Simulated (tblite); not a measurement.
A geometry optimisation, step by step.

C4H13O2PSi2.
Numbering: `[CH3:1][Si@@:2]1([PH2:3])[CH2:4][C@H:5]([CH2:6][OH:7])[SiH2:8][O:9]1` (hydrogens: H10, H11, H12 on C1; H13, H14 on P3; H15, H16 on C4; H17 on C5; H18, H19 on C6; H20 on O7; H21, H22 on Si8)

Computed with GFN2-xTB (tblite), gas phase: L-BFGS steps from a force-field or distance-geometry start until the largest atomic force falls under 0.01 eV/Å. 6 of its 127 geometries are shown.

Step 0: E = -798.1224 eV, largest atomic force 2.691 eV/Å
```
atom  x, y, z in Å  |  force x, y, z in eV/Å
C1     -1.831    1.929   -0.256    0.307   1.351   0.676
Si2    -1.394    0.132   -0.418   -1.361  -1.375   1.321
P3     -2.765   -1.012   -1.679   -1.370  -0.435  -1.328
C4      0.371    0.109   -1.010   -0.343   0.551  -0.687
C5      1.126    0.121    0.298    0.572   1.111  -0.589
C6      2.533   -0.317    0.019    0.730   0.760   0.282
O7      3.330   -0.326    1.179   -0.460  -0.049   1.312
Si8     0.225   -0.892    1.536   -2.206  -0.657   1.394
O9     -1.416   -0.593    1.146    2.372   0.456  -1.030
H10    -1.157    2.332    0.542   -0.676  -0.100  -0.511
H11    -1.560    2.489   -1.175   -0.640  -0.330   0.592
H12    -2.870    2.098    0.076    0.624   0.114  -0.457
H13    -3.935   -1.377   -0.857    1.630  -0.201  -0.497
H14    -2.070   -2.223   -2.096   -0.717   0.673   1.077
H15     0.562    1.056   -1.555    0.197  -0.765  -0.110
H16     0.590   -0.761   -1.647    0.195   0.408   0.247
H17     1.096    1.183    0.677    0.357  -0.706  -0.308
H18     3.007    0.431   -0.660   -0.065  -0.717   0.071
H19     2.517   -1.328   -0.415    0.147   0.166  -0.158
H20     2.741   -0.347    1.984    0.880  -0.038  -1.175
H21     0.441   -0.363    2.889   -0.150  -0.076  -0.076
H22     0.448   -2.321    1.422   -0.024  -0.142  -0.046
```

Step 25: E = -799.3676 eV, largest atomic force 0.087 eV/Å
```
atom  x, y, z in Å  |  force x, y, z in eV/Å
C1     -1.962    2.005   -0.197   -0.013  -0.017  -0.006
Si2    -1.454    0.200   -0.515   -0.039  -0.006   0.013
P3     -2.891   -0.925   -1.831   -0.017  -0.035  -0.015
C4      0.380    0.098   -1.042    0.008  -0.006  -0.013
C5      1.188    0.106    0.259   -0.009  -0.007   0.066
C6      2.638   -0.312    0.053    0.038  -0.019  -0.016
O7      3.409   -0.136    1.218   -0.012  -0.046   0.057
Si8     0.179   -0.916    1.524   -0.052  -0.011   0.063
O9     -1.309   -0.612    0.919   -0.034  -0.009   0.022
H10    -1.352    2.456    0.579   -0.012  -0.035   0.027
H11    -1.831    2.591   -1.101   -0.072  -0.003  -0.008
H12    -3.001    2.077    0.106   -0.001   0.026  -0.012
H13    -3.673   -1.377   -0.781    0.036   0.050  -0.010
H14    -2.138   -2.090   -1.825   -0.015   0.015  -0.012
H15     0.701    0.903   -1.699    0.004   0.014  -0.056
H16     0.550   -0.840   -1.574    0.082  -0.004  -0.018
H17     1.219    1.138    0.628   -0.029   0.065  -0.009
H18     3.116    0.313   -0.705    0.033   0.041  -0.042
H19     2.690   -1.355   -0.291   -0.009  -0.061   0.021
H20     2.957   -0.573    1.948    0.073  -0.012  -0.015
H21     0.134   -0.379    2.881    0.077  -0.017  -0.021
H22     0.439   -2.356    1.447   -0.036   0.078  -0.016
```

Step 50: E = -799.3873 eV, largest atomic force 0.059 eV/Å
```
atom  x, y, z in Å  |  force x, y, z in eV/Å
C1     -2.034    1.984   -0.206    0.012   0.001  -0.013
Si2    -1.438    0.209   -0.530    0.010  -0.011   0.002
P3     -2.873   -0.911   -1.859    0.009  -0.005  -0.006
C4      0.409    0.115   -1.036   -0.001  -0.011  -0.015
C5      1.215    0.130    0.270   -0.037  -0.011   0.022
C6      2.659   -0.332    0.068   -0.045  -0.004   0.004
O7      3.441   -0.176    1.230    0.006  -0.001  -0.038
Si8     0.180   -0.863    1.539    0.027  -0.023   0.005
O9     -1.306   -0.556    0.931    0.026  -0.004   0.022
H10    -1.432    2.468    0.556   -0.006  -0.014   0.028
H11    -1.970    2.582   -1.108   -0.045   0.000  -0.038
H12    -3.067    1.988    0.127    0.001   0.023  -0.003
H13    -3.687   -1.311   -0.812    0.024   0.028  -0.004
H14    -2.174   -2.107   -1.832    0.015   0.018   0.017
H15     0.729    0.912   -1.706    0.000   0.042   0.012
H16     0.600   -0.824   -1.560   -0.003  -0.032  -0.012
H17     1.261    1.167    0.622    0.020   0.006  -0.008
H18     3.155    0.276   -0.697   -0.007  -0.002   0.027
H19     2.676   -1.380   -0.266   -0.010   0.007  -0.016
H20     3.056   -0.708    1.933   -0.008  -0.013   0.025
H21     0.199   -0.336    2.898   -0.006  -0.002  -0.033
H22     0.391   -2.307    1.438    0.020   0.008   0.024
```

Step 76: E = -799.4003 eV, largest atomic force 0.040 eV/Å
```
atom  x, y, z in Å  |  force x, y, z in eV/Å
C1     -2.143    1.959   -0.225    0.005   0.003  -0.007
Si2    -1.413    0.227   -0.502   -0.005   0.008  -0.019
P3     -2.732   -0.926   -1.913   -0.005  -0.039   0.008
C4      0.435    0.193   -1.006   -0.013  -0.002  -0.005
C5      1.253    0.154    0.290    0.000  -0.001  -0.010
C6      2.661   -0.387    0.048    0.006  -0.002   0.003
O7      3.457   -0.361    1.208    0.006  -0.030  -0.004
Si8     0.217   -0.814    1.579    0.007   0.015  -0.005
O9     -1.270   -0.538    0.958    0.010   0.025  -0.009
H10    -1.546    2.557    0.457    0.015  -0.026  -0.008
H11    -2.206    2.484   -1.173   -0.023   0.017   0.020
H12    -3.147    1.890    0.184    0.011   0.008  -0.010
H13    -3.697   -1.169   -0.952   -0.001   0.000  -0.015
H14    -2.127   -2.151   -1.687   -0.001   0.008   0.012
H15     0.739    1.027   -1.638   -0.013   0.003   0.016
H16     0.638   -0.718   -1.576   -0.031   0.006  -0.016
H17     1.368    1.183    0.648   -0.021  -0.010   0.028
H18     3.191    0.234   -0.680    0.011  -0.006   0.006
H19     2.600   -1.410   -0.355    0.022   0.006   0.004
H20     3.044   -0.921    1.874    0.020   0.003   0.017
H21     0.236   -0.229    2.913   -0.011  -0.007   0.001
H22     0.432   -2.261    1.548    0.010   0.022  -0.008
```

Step 101: E = -799.4069 eV, largest atomic force 0.016 eV/Å
```
atom  x, y, z in Å  |  force x, y, z in eV/Å
C1     -2.190    1.953   -0.238    0.002  -0.005   0.003
Si2    -1.408    0.244   -0.512    0.002  -0.012  -0.003
P3     -2.609   -1.026   -1.932    0.003  -0.005   0.001
C4      0.445    0.263   -0.999   -0.002  -0.002   0.004
C5      1.270    0.170    0.293   -0.001   0.000   0.000
C6      2.658   -0.419    0.037    0.001   0.000   0.000
O7      3.450   -0.475    1.200   -0.001   0.007   0.004
Si8     0.220   -0.776    1.586   -0.004   0.000  -0.007
O9     -1.262   -0.492    0.962   -0.006  -0.002   0.002
H10    -1.556    2.584    0.376    0.003   0.007  -0.005
H11    -2.354    2.454   -1.187   -0.004  -0.003   0.002
H12    -3.150    1.860    0.260   -0.007   0.006  -0.003
H13    -3.704   -1.111   -1.091   -0.001   0.007   0.002
H14    -2.097   -2.227   -1.470   -0.005   0.005   0.005
H15     0.732    1.136   -1.584    0.010  -0.009   0.008
H16     0.657   -0.610   -1.623   -0.002  -0.001   0.007
H17     1.421    1.188    0.670    0.003  -0.004   0.012
H18     3.219    0.207   -0.663    0.007  -0.001   0.004
H19     2.560   -1.422   -0.405   -0.007   0.002  -0.014
H20     3.030   -1.067    1.833    0.005   0.007   0.002
H21     0.229   -0.190    2.920    0.003  -0.004  -0.012
H22     0.429   -2.225    1.566    0.002   0.005  -0.010
```

Step 126: E = -799.4097 eV, largest atomic force 0.010 eV/Å
```
atom  x, y, z in Å  |  force x, y, z in eV/Å
C1     -2.198    1.956   -0.268   -0.001   0.002  -0.001
Si2    -1.398    0.250   -0.509   -0.002  -0.007  -0.002
P3     -2.581   -1.065   -1.905    0.000  -0.001   0.003
C4      0.456    0.263   -0.993   -0.002   0.002  -0.002
C5      1.275    0.165    0.301    0.000   0.000  -0.007
C6      2.675   -0.396    0.047    0.001  -0.003   0.001
O7      3.460   -0.453    1.216   -0.001   0.005   0.005
Si8     0.226   -0.823    1.561   -0.003   0.003   0.001
O9     -1.256   -0.467    0.974   -0.007  -0.004  -0.002
H10    -1.549    2.627    0.287    0.002  -0.001   0.000
H11    -2.416    2.411   -1.228    0.004  -0.007   0.001
H12    -3.132    1.869    0.278    0.002   0.000   0.003
H13    -3.735   -1.002   -1.145    0.002   0.005  -0.004
H14    -2.186   -2.247   -1.298   -0.008   0.002  -0.003
H15     0.751    1.134   -1.577    0.003  -0.001   0.002
H16     0.664   -0.612   -1.615    0.000   0.003   0.005
H17     1.403    1.179    0.699    0.004  -0.003   0.001
H18     3.233    0.248   -0.640   -0.007   0.003   0.004
H19     2.596   -1.394   -0.409    0.002  -0.001  -0.005
H20     3.030   -1.037    1.849    0.007   0.000  -0.007
H21     0.257   -0.315    2.925   -0.001   0.003   0.001
H22     0.414   -2.270    1.450    0.002   0.000   0.004
```

**Question.** Summarise the path.

**Answer.** The energy falls by 29.69 kcal/mol from step 0 to step 126; nine tenths of that is first reached at step 13. It falls at every step. The largest force goes from 2.691 to 0.010 eV/Å. Among the bonds P3–H13 changes most, from 1.476 to 1.383 Å; the atoms move by 0.396 Å rms after alignment.

**Question.** Follow the three bonds and two angles with the largest change from start to end.

**Answer.** 
```json
{"step": "0", "E above end (kcal/mol)": "29.69", "largest force (eV/Å)": "2.691", "P3–H13 (Å)": "1.476", "Si8–O9 (Å)": "1.713", "C5–Si8 (Å)": "1.836", "H13–P3–H14 (°)": "109.4", "Si2–O9–Si8 (°)": "105.5"}
{"step": "5", "E above end (kcal/mol)": "5.75", "largest force (eV/Å)": "0.470", "P3–H13 (Å)": "1.379", "Si8–O9 (Å)": "1.635", "C5–Si8 (Å)": "1.910", "H13–P3–H14 (°)": "95.2", "Si2–O9–Si8 (°)": "119.3"}
{"step": "11", "E above end (kcal/mol)": "3.47", "largest force (eV/Å)": "0.272", "P3–H13 (Å)": "1.373", "Si8–O9 (Å)": "1.633", "C5–Si8 (Å)": "1.922", "H13–P3–H14 (°)": "89.7", "Si2–O9–Si8 (°)": "119.0"}
{"step": "16", "E above end (kcal/mol)": "2.21", "largest force (eV/Å)": "0.233", "P3–H13 (Å)": "1.389", "Si8–O9 (Å)": "1.640", "C5–Si8 (Å)": "1.915", "H13–P3–H14 (°)": "92.6", "Si2–O9–Si8 (°)": "118.5"}
{"step": "22", "E above end (kcal/mol)": "1.23", "largest force (eV/Å)": "0.200", "P3–H13 (Å)": "1.383", "Si8–O9 (Å)": "1.636", "C5–Si8 (Å)": "1.921", "H13–P3–H14 (°)": "92.3", "Si2–O9–Si8 (°)": "120.4"}
{"step": "27", "E above end (kcal/mol)": "0.90", "largest force (eV/Å)": "0.115", "P3–H13 (Å)": "1.382", "Si8–O9 (Å)": "1.633", "C5–Si8 (Å)": "1.916", "H13–P3–H14 (°)": "91.5", "Si2–O9–Si8 (°)": "119.2"}
{"step": "33", "E above end (kcal/mol)": "0.71", "largest force (eV/Å)": "0.076", "P3–H13 (Å)": "1.384", "Si8–O9 (Å)": "1.635", "C5–Si8 (Å)": "1.915", "H13–P3–H14 (°)": "91.9", "Si2–O9–Si8 (°)": "118.8"}
{"step": "38", "E above end (kcal/mol)": "0.64", "largest force (eV/Å)": "0.066", "P3–H13 (Å)": "1.384", "Si8–O9 (Å)": "1.634", "C5–Si8 (Å)": "1.912", "H13–P3–H14 (°)": "92.1", "Si2–O9–Si8 (°)": "119.4"}
{"step": "44", "E above end (kcal/mol)": "0.59", "largest force (eV/Å)": "0.048", "P3–H13 (Å)": "1.382", "Si8–O9 (Å)": "1.634", "C5–Si8 (Å)": "1.915", "H13–P3–H14 (°)": "91.8", "Si2–O9–Si8 (°)": "119.0"}
{"step": "49", "E above end (kcal/mol)": "0.53", "largest force (eV/Å)": "0.065", "P3–H13 (Å)": "1.385", "Si8–O9 (Å)": "1.634", "C5–Si8 (Å)": "1.915", "H13–P3–H14 (°)": "91.8", "Si2–O9–Si8 (°)": "119.1"}
{"step": "55", "E above end (kcal/mol)": "0.44", "largest force (eV/Å)": "0.058", "P3–H13 (Å)": "1.384", "Si8–O9 (Å)": "1.634", "C5–Si8 (Å)": "1.912", "H13–P3–H14 (°)": "92.0", "Si2–O9–Si8 (°)": "119.5"}
{"step": "60", "E above end (kcal/mol)": "0.37", "largest force (eV/Å)": "0.059", "P3–H13 (Å)": "1.382", "Si8–O9 (Å)": "1.635", "C5–Si8 (Å)": "1.916", "H13–P3–H14 (°)": "92.0", "Si2–O9–Si8 (°)": "119.6"}
{"step": "66", "E above end (kcal/mol)": "0.30", "largest force (eV/Å)": "0.051", "P3–H13 (Å)": "1.384", "Si8–O9 (Å)": "1.636", "C5–Si8 (Å)": "1.914", "H13–P3–H14 (°)": "92.2", "Si2–O9–Si8 (°)": "119.6"}
{"step": "71", "E above end (kcal/mol)": "0.27", "largest force (eV/Å)": "0.040", "P3–H13 (Å)": "1.382", "Si8–O9 (Å)": "1.635", "C5–Si8 (Å)": "1.914", "H13–P3–H14 (°)": "92.3", "Si2–O9–Si8 (°)": "119.8"}
{"step": "77", "E above end (kcal/mol)": "0.21", "largest force (eV/Å)": "0.040", "P3–H13 (Å)": "1.383", "Si8–O9 (Å)": "1.635", "C5–Si8 (Å)": "1.917", "H13–P3–H14 (°)": "92.1", "Si2–O9–Si8 (°)": "119.5"}
{"step": "82", "E above end (kcal/mol)": "0.11", "largest force (eV/Å)": "0.059", "P3–H13 (Å)": "1.385", "Si8–O9 (Å)": "1.633", "C5–Si8 (Å)": "1.913", "H13–P3–H14 (°)": "92.0", "Si2–O9–Si8 (°)": "119.8"}
{"step": "88", "E above end (kcal/mol)": "0.08", "largest force (eV/Å)": "0.020", "P3–H13 (Å)": "1.383", "Si8–O9 (Å)": "1.633", "C5–Si8 (Å)": "1.915", "H13–P3–H14 (°)": "92.1", "Si2–O9–Si8 (°)": "119.8"}
{"step": "93", "E above end (kcal/mol)": "0.07", "largest force (eV/Å)": "0.014", "P3–H13 (Å)": "1.383", "Si8–O9 (Å)": "1.634", "C5–Si8 (Å)": "1.915", "H13–P3–H14 (°)": "92.1", "Si2–O9–Si8 (°)": "119.8"}
{"step": "99", "E above end (kcal/mol)": "0.07", "largest force (eV/Å)": "0.017", "P3–H13 (Å)": "1.383", "Si8–O9 (Å)": "1.633", "C5–Si8 (Å)": "1.915", "H13–P3–H14 (°)": "92.0", "Si2–O9–Si8 (°)": "119.8"}
{"step": "104", "E above end (kcal/mol)": "0.06", "largest force (eV/Å)": "0.029", "P3–H13 (Å)": "1.382", "Si8–O9 (Å)": "1.633", "C5–Si8 (Å)": "1.915", "H13–P3–H14 (°)": "92.1", "Si2–O9–Si8 (°)": "119.9"}
{"step": "110", "E above end (kcal/mol)": "0.04", "largest force (eV/Å)": "0.026", "P3–H13 (Å)": "1.383", "Si8–O9 (Å)": "1.634", "C5–Si8 (Å)": "1.914", "H13–P3–H14 (°)": "92.2", "Si2–O9–Si8 (°)": "119.7"}
{"step": "115", "E above end (kcal/mol)": "0.02", "largest force (eV/Å)": "0.023", "P3–H13 (Å)": "1.382", "Si8–O9 (Å)": "1.633", "C5–Si8 (Å)": "1.913", "H13–P3–H14 (°)": "92.1", "Si2–O9–Si8 (°)": "119.6"}
{"step": "121", "E above end (kcal/mol)": "0.01", "largest force (eV/Å)": "0.021", "P3–H13 (Å)": "1.383", "Si8–O9 (Å)": "1.633", "C5–Si8 (Å)": "1.913", "H13–P3–H14 (°)": "92.0", "Si2–O9–Si8 (°)": "119.6"}
{"step": "126", "E above end (kcal/mol)": "0.00", "largest force (eV/Å)": "0.010", "P3–H13 (Å)": "1.383", "Si8–O9 (Å)": "1.633", "C5–Si8 (Å)": "1.914", "H13–P3–H14 (°)": "92.1", "Si2–O9–Si8 (°)": "119.6"}
```

What follows is the cost of the whole relaxation. Time: 1.5 s of wall time. Hardware: Arm Neoverse V1, one thread, shared host.
